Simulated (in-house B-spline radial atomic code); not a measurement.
**BLYP excitations of Ba**

Method: BLYP. Computed with an all-electron radial atomic-structure program (B-spline basis): linear response of the closed shell [Xe] 6s2 with the functional's adiabatic kernel; scalar-relativistic (spin-free one-electron X2C), finite nucleus, no spin-orbit coupling, no double excitations, S, P, D and F terms only; shells from n = 4 respond.

Spin-orbit coupling is strong here, so these LS terms don't match observed levels.

Command:
```bash
python run_td.py task.json out
```
Settings (radii: box in bohr, nucleus in fm):
```
Z                        56
electrons                56
configuration            [Xe] 6s2
hamiltonian              x2c
method                   b88,lyp
box_radius               75
rms_radius               4.8378
intervals                76
```

Time taken, with all properties: 2.1 s on 1 thread of Arm Neoverse N1, on a shared host.

The lowest states, in the order of their Tamm-Dancoff energies; the method's threshold (minus the highest occupied level) is 3.069 eV. Labels give the largest channel, * marks a mixed state, and oscillator strengths are full-response dipole values. Measured ¹D terms are left out, since they can mix with doubly excited terms. Semilocal kernels can invert the small singlet-triplet splittings of Rydberg terms. Energies in eV:

| state | full response | Tamm-Dancoff | oscillator strength | measured (J-weighted term) |
| --- | --- | --- | --- | --- |
| 6s → 5d 3D | 0.752 | 0.854 | - | 1.160 |
| 6s → 5d 1D | 1.365 | 1.384 | - | - |
| 6s → 6p 3P | 1.669 | 1.703 | - | 1.622 |
| 6s → 6p 1P | ? | ? | ? | ? |
| 6s → 7s 3S | 2.902 | 2.902 | - | - |
| 6s → 7s 1S | ? | ? | - | - |

Where does 6s → 7s 1S lie?

At 2.953 eV in full response, 2.958 eV in Tamm-Dancoff.

Where does 6s → 6p 1P lie?

At 2.483 eV in full response, 2.597 eV in Tamm-Dancoff, oscillator strength 1.81; measured 2.239 eV.

How large is the singlet-triplet splitting of 6s → 5d (D terms) in Tamm-Dancoff?

0.53 eV, from the unrounded values.

What polarisabilities and dispersion coefficient does the method give?

Dipole 246.7 bohr³, quadrupole 9279 bohr⁵, C6 4651 hartree·bohr⁶ for two such species. Recommended dipole value: 272 ± 10 bohr³ (Schwerdtfeger and Nagle, table of static dipole polarizabilities (2023 update)), which includes relativity and correlation.
